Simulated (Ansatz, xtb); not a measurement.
**C6H5FSi: 9 structures ranked**

9 gas-phase structures of C6H5FSi, from a drawn sample of its isomers (lower ones may exist). Each was relaxed with GFN2-xTB:

A. `C#CC1=C[Si@@H](F)C=C1`, a singlet
B. `C#CC1=C(F)[SiH2]C=C1`, a singlet
C. `C#CC1=CC(F)=C[SiH2]1`, a singlet
D. `C#C[Si]1(F)C=CC=C1`, a singlet
E. `C#CC1=C[SiH2]C=C1F`, a singlet
F. `C#CC1=C(F)C=C[SiH2]1`, a singlet
G. `C#CC1=CC=C(F)[SiH2]1`, a singlet
H. `C#CC1=CC=C[Si@@H]1F`, a singlet
I. `C#CC1=C[SiH2]C(F)=C1`, a singlet

Estimate their order in r2SCAN-D4/def2-SVP energy at these geometries, lowest first.

Calculated order at r2SCAN-D4/def2-SVP: D (0.0), H (4.9), A (7.3), C (42.5), F (43.0), E (45.6), G (49.3), B (52.0), I (52.3) kcal/mol. Less than 1 kcal/mol parts C and F; B and I, so the order within those pairs means little.

Energies above the lowest of each column, in kcal/mol; the last columns are at B3LYP-D3(BJ)/def2-SVP geometries and were run for some of them only (a dash: not run or not comparable):

```
structure  GFN2-xTB  HF/STO-3G  r2SCAN-D4/def2-SVP  B3LYP-D3(BJ)/def2-SVP  CCSD(T)/def2-SVP + ΔMP2/def2-TZVPP
        D      15.1        0.0                 0.0                    0.0                                 0.0
        H       0.0       10.3                 4.9                    5.0                                 9.8
        A       1.6       11.5                 7.3                    7.2                                10.4
        C      32.5       20.6                42.5                      –                                   –
        F      33.9       19.9                43.0                      –                                   –
        E      35.6       21.7                45.6                      –                                   –
        G      35.2       22.0                49.3                      –                                   –
        B      38.2       23.1                52.0                      –                                   –
        I      37.1       24.2                52.3                      –                                   –
```

CCSD(T)/def2-SVP + ΔMP2/def2-TZVPP puts D lowest of those it was run on; GFN2-xTB picks H. Frequencies (GFN2-xTB) were run for A, D, H alone. ΔMP2 is the change of the MP2 energy from the smaller to the larger basis.

Over these structures GFN2-xTB departs from r2SCAN-D4/def2-SVP by 6.0 kcal/mol on average once a common shift is removed. A GFN2-xTB relaxation took about 0.074 s and the r2SCAN-D4/def2-SVP energy about 1.6 s on a shared host (Ansatz 0.2.0, xtb 6.7.1).
